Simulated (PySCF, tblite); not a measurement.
**Isomers of C22H14**

All values: TDA PBE0/6-31G*, gas phase, PySCF SCF with an in-house response code, fitting set def2-universal-JFIT up to Ne and JKFIT beyond, grid level 1 (kernel 0), vertical, one conformer each, geometries GFN2-xTB; core orbitals frozen in the response, virtual orbitals above 1.5 Eh left out. The lowest 6 singlets were sought, and the brightest is taken among them. The runs took 1 to 2 CPU minutes each on shared server CPUs. Energies are electronic, without zero-point or thermal terms, against the lowest isomer listed.

Some members have small gaps, where a closed-shell solution may not be the ground state.

(1) Rank these isomers by DFT energy, most stable first.
A. C1=Cc2ccccc2-c2cc3cccc4cccc(c2=C1)c43
B. c1ccc2cc3ccc4cccc5cccc(c54)c3c2cc1
C. c1ccc2cc3cccc4cc5cccc5c(cc2cc1)c34
D. C1=CC=c2cc3cccc4c3=c(cc2C=C1)c1ccccc14

(2) Give energies, gaps and lowest singlets for all.

Results:

(1) A (0.0 kcal/mol), B (21.3 kcal/mol), D (44.3 kcal/mol), C (68.3 kcal/mol).

(2) 
```tsv
isomer	DFT energy / kcal/mol	GFN2-xTB energy / kcal/mol	HOMO-LUMO gap / eV	S1 / eV	f(S1)
c1ccc2cc3ccc4cccc5cccc(c54)c3c2cc1	21.3	21.6	2.89	2.07	0.020
c1ccc2cc3cccc4cc5cccc5c(cc2cc1)c34	68.3	59.6	1.84	1.42	0.071
C1=CC=c2cc3cccc4c3=c(cc2C=C1)c1ccccc14	44.3	40.1	2.10	1.37	0.025
C1=Cc2ccccc2-c2cc3cccc4cccc(c2=C1)c43	0.0	0.0	3.07	2.75	0.362
```
